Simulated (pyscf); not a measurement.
`[CH3][O][Sn](=[O])[OH]`, singlet

Gas-phase minimum from PySCF at ωB97X-D3(BJ)/def2-SVP, one conformer. 

```xyz
9

C     -0.9027     0.6656     0.3081
O      0.4614     0.2908     0.2108
Sn     1.0524    -1.5243     0.6614
O      0.0341    -2.9386     1.2253
O      2.9585    -1.2820     0.3157
H     -1.2644     1.0115    -0.6753
H     -1.0107     1.4962     1.0265
H     -1.5547    -0.1626     0.6410
H      3.1308    -0.3747     0.0245
```
Charge 0, spin multiplicity 1.

Bonds (Å): C1–O2 1.418, C1–H6 1.103, C1–H7 1.103, C1–H8 1.105, O2–Sn3 1.961, Sn3–O4 1.832, Sn3–O5 1.952, O5–H9 0.968. Angles (°): O2–C1–H6 109.7, O2–C1–H7 109.7, O2–C1–H8 113.0, H6–C1–H7 108.2, H6–C1–H8 108.1, H7–C1–H8 108.1, C1–O2–Sn3 121.2, O2–Sn3–O4 128.2, O2–Sn3–O5 98.0, O4–Sn3–O5 133.9, Sn3–O5–H9 110.1.

Properties at ωB97X-D3(BJ)/def2-SVP:

| Property | Result |
|---|---|
| Harmonic wavenumbers, unscaled | 62, 102, 102, 157, 167, 270, 366, 587, 663, 844, 903, 1130, 1179, 1209, 1481, 1484, 1494, 3031, 3122, 3135, 3862 cm⁻¹ |
| Zero-point energy | 36.2 kcal/mol |
| Rotational symmetry number | 1 |
| Entropy of this conformer at 298 K and 1 atm, rigid rotor and harmonic oscillator, modes under 100 cm⁻¹ raised to 100 | 368.6 J/(mol K) |
| Dipole moment | 3.52 D |

Single-point totals, which compare only within one level:

| level | total energy (hartree) |
|---|---|
| ωB97X-D3(BJ)/def2-TZVP | -480.69904 |
| PBE/def2-TZVP | -480.29598 |
| r²SCAN/def2-TZVP | -480.52584 |
| B3LYP-D3(BJ)/def2-TZVP | -480.66078 |
| PBE0-D3(BJ)/def2-TZVP | -480.29258 |
| M06-2X/def2-TZVP | -480.40346 |
| ωB97M-D3(BJ)/def2-TZVP | -480.66469 |

Soft torsions are taken as harmonic, which can shift the entropy by several J/(mol K). Elements past Kr carry the def2 core potentials, without spin-orbit coupling.
